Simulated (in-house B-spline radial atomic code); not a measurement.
Values are calculated unless marked as measured or tabulated.
# Two electrons in InAs: a spherical dot of radius 31.5 nm with hard walls

For InAs the NSM archive of the Ioffe Institute lists m* = 0.023 m0 and ε = 15.15. In so narrow a gap the band flattens within tens of meV, so real spacings are smaller, by up to some tenths.

Effective-mass model with parabolic bands, a uniform dielectric constant, no image charges, no central-cell or spin-orbit terms. Two-electron levels come from full CI in B-splines with partial waves to l = 5 (up to 0.001 effective hartree above the limit).

**Question.** What are the effective units, and what is the potential in them?

**Answer.** Ha* = 27211.386 meV × 0.023/15.15² = 2.727 meV and a* = 0.0529177 nm × 15.15/0.023 = 34.86 nm. The radius is R = 0.903 a*. The one-electron levels are π²/2R² = 6.0519 and 4.4934²/2R² = 12.3807 Ha*.

In these units the lowest s and p orbitals lie at 6.0519 and 12.3807, and their Coulomb and exchange integrals are J_ss = 1.9779, J_sp = 1.7937 and K_sp = 0.3983. (For an empty sphere J_ss = 1.786/R.) Full CI gives 14.0168 for the ground singlet, 19.8145 for the sp triplet, 20.5547 for the sp singlet and 31.9060 for the lowest triplet of two s orbitals.

**Question.** What does it cost to add the second electron, to first order and exactly?

**Answer.** To first order E = 2ε_s + J_ss = 14.0818, so the charging energy E(2) − 2E(1) is J_ss = 5.393 meV. CI gives 14.0168 − 2 × (6.0519) = 1.9130, or 5.216 meV: relaxation and correlation lower it by 0.1772 meV, 3.3 % of J_ss. The s² configuration of one-electron orbitals holds 99.6 % of the state, and the mean radius is 16 nm.

**Question.** How far above the singlet do the triplets lie?

**Answer.** To first order the sp triplet lies at ε_s + ε_p + J_sp − K_sp = 19.8280, which is 15.67 meV above 2ε_s + J_ss. CI gives 19.8145 − (14.0168) = 5.7976, or 15.81 meV, 92 % of the orbital spacing of 17.26 meV. The ss triplet lies 48.78 meV up, so the lower of the two is the sp one, and its gap equals k_BT at 183 K. The sp singlet-triplet splitting is 2.018 meV, against 2K_sp = 2.172 meV.
